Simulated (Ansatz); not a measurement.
`BC(C)F` and `BNC(C)F` differ in one atom or group.

Ansatz, PBE0-D4/def2-TZVP geometries, multiplicity 1. Each molecule was computed in one conformer, which needn't be the lowest.

| property | `BC(C)F` |
| --- | --- |
| HOMO–LUMO gap (ωB97M-V/def2-TZVPP) / eV | 11.24 |
| LUMO energy (ωB97M-V/def2-TZVPP) / eV | 0.20 |
| HOMO–LUMO gap (PBE/def2-TZVPP) / eV | 4.34 |
| HOMO energy (ωB97M-V/def2-TZVPP) / eV | -11.04 |
| ideal-gas entropy at 298 K and 1 bar (rigid rotor, harmonic PBE0-D4/def2-TZVP) / J/(mol·K) | 300 |
| LUMO energy (B3LYP/def2-TZVPP) / eV | -1.97 |

Task: What does the change do to each property? (Best estimate.)

Result: The calculation gave: 
```
                                                                                  property  `BNC(C)F`  shift
                                                   HOMO–LUMO gap (ωB97M-V/def2-TZVPP) / eV      12.76   1.52
                                                     LUMO energy (ωB97M-V/def2-TZVPP) / eV       1.65   1.45
                                                       HOMO–LUMO gap (PBE/def2-TZVPP) / eV       6.23   1.89
                                                     HOMO energy (ωB97M-V/def2-TZVPP) / eV     -11.11  -0.07
ideal-gas entropy at 298 K and 1 bar (rigid rotor, harmonic PBE0-D4/def2-TZVP) / J/(mol·K)        316     16
                                                       LUMO energy (B3LYP/def2-TZVPP) / eV      -0.42   1.55
```

With PBE0 the HOMO falls by 0.07 eV and the LUMO rises by 1.53 eV, so the gap widens by about 1.60 eV. PBE moves the HOMO by -0.28 eV and ωB97M-V by -0.07 eV. The zero-point energy changes by 53.0 kJ/mol with +6 modes.

B3LYP here is the variant with VWN-RPA as its local correlation; programs differ in this.
